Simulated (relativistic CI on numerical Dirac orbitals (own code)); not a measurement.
**What each ingredient does to the levels of Ho28+**

Base calculation: Dirac-Coulomb-Breit CI, separate exchange-only KLI orbitals for each configuration, QED by a radiative potential, unscaled Slater integrals.

Configurations in the expansion (outside the closed core [Ar] 3d10): 4s²4p⁶4d³, 4s²4p⁵4d⁴, 4s²4p⁶4d²4f, 4s4p⁶4d⁴, 4s4p⁶4d³4f, 4s²4p⁶4d²5s, 4s²4p⁶4d4f5s, 4s²4p⁶4d²5p, 4s²4p⁶4d²5d, 4s²4p⁵4d³5s, 4s²4p⁶4d4f², 4s²4p⁶4f³, 4s4p⁶4d4f³, 4s²4p⁶4f²5s, 4s²4p⁶4f²5p, 4s²4p⁶4d5s², 4s²4p⁶4f5s², 4s4p⁶4d4f5s², 4s²4p⁶5s²5p. Double excitations out of closed p, d and f shells are left out; levels of such configurations are missing from the list, as are those of other unlisted configurations, and high levels can miss mixing partners. These lack a partner that the ground configuration has and come out too high: 4s²4p⁶4d²5d, 4s²4p⁵4d³5s.

The lowest level and the first level of each name with at least 55 % of one term (blank where a level has no safe partner in the second run):

| Level | Base (cm⁻¹) | Shift (cm⁻¹) |
| --- | --- | --- |
| 4s²4p⁶4d³ ⁴F3/2 | 0 | 0 |
| 4s²4p⁶4d³ ⁴F5/2 | 62066 | -1 |
| 4s²4p⁶4d³ ⁴P1/2 | 93502 | +1 |
| 4s²4p⁶4d³ ⁴P5/2 | 141065 | +2 |
| 4s²4p⁶4d³ ²P1/2 | 180531 | +1 |
| 4s²4p⁶4d³ ²H11/2 | 192218 | -2 |
| 4s²4p⁶4d³ ²D5/2 | 193900 | +3 |
| 4s²4p⁶4d³ ²F7/2 | 214645 | +2 |
| 4s²4p⁵4d⁴ ⁴I°15/2 | 1216091 | +1310 |

At this charge energies of transitions that change n are usually good to better than 1 %, and those within a shell (Δn = 0) to a few per cent. Terms inside the open d or f shell come out 10 to 20 % too wide with unscaled integrals.

Question: One thing was changed in a second run, which moved the levels as shown. Which?
A. Breit term removed
B. non-relativistic limit
C. QED terms removed
D. configuration mixing switched off
E. P86 correlation estimate

Answer: E. P86 correlation estimate. A correlation estimate moves all levels of a configuration together before mixing; mixed levels move by a weighted share.

LS names give the leading component of a level, which can be under half, so a name can repeat, a term be missing and a line seem to break the LS rules.
